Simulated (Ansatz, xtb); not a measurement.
## Isomers of CHClF3Si+ in order of energy

4 gas-phase structures of CHClF3Si+, found in a search over its isomers (lower ones may exist). Each was relaxed with GFN2-xTB:

A. `F[Si](F)(F)[CH+]Cl`, a singlet
B. `F[C+](Cl)[SiH](F)F`, a singlet
C. `FC(F)(F)[SiH+]Cl`, a singlet
D. a singlet given by its coordinates

D (Å):

```xyz
7

C     0.8074    2.0320    2.0090
Cl   -0.1975    0.4245    2.4286
F     1.7972    1.7372    1.2081
F    -1.4326    1.9385   -0.0780
F    -2.0356    2.9828    2.1744
Si   -0.9589    2.1795    1.3844
H     1.1804    2.4634    2.9450
```

Close contacts (Å): C1–Cl2 1.94, C1–F3 1.31, C1–Si6 1.88, Cl2–Si6 2.18, F4–Si6 1.56, F5–Si6 1.56, C1–H7 1.10.

Which do you expect lowest at r2SCAN-D4/def2-SVP, and how would the others follow?

Calculated order at r2SCAN-D4/def2-SVP: A (0.0), D (19.0), B (30.6), C (69.6) kcal/mol.

Energies above the lowest of each column, in kcal/mol:

```tsv
structure	GFN2-xTB	HF/STO-3G	r2SCAN-D4/def2-SVP
A	0.0	31.4	0.0
D	19.1	0.0	19.0
B	21.3	22.8	30.6
C	39.1	15.1	69.6
```

r2SCAN-D4/def2-SVP puts A lowest; HF/STO-3G picks D. Some further structures that were screened fall inside this span and aren't listed. Flexible structures stand in one conformer each, not always the lowest. Frequencies (BLYP-D3(BJ)/def2-SVP) were run for A alone.

Over these structures GFN2-xTB departs from r2SCAN-D4/def2-SVP by 10.3 kcal/mol on average once a common shift is removed. A GFN2-xTB relaxation took about 0.079 s and the r2SCAN-D4/def2-SVP energy about 1.7 s on a shared host (Ansatz 0.2.0, xtb 6.7.1).
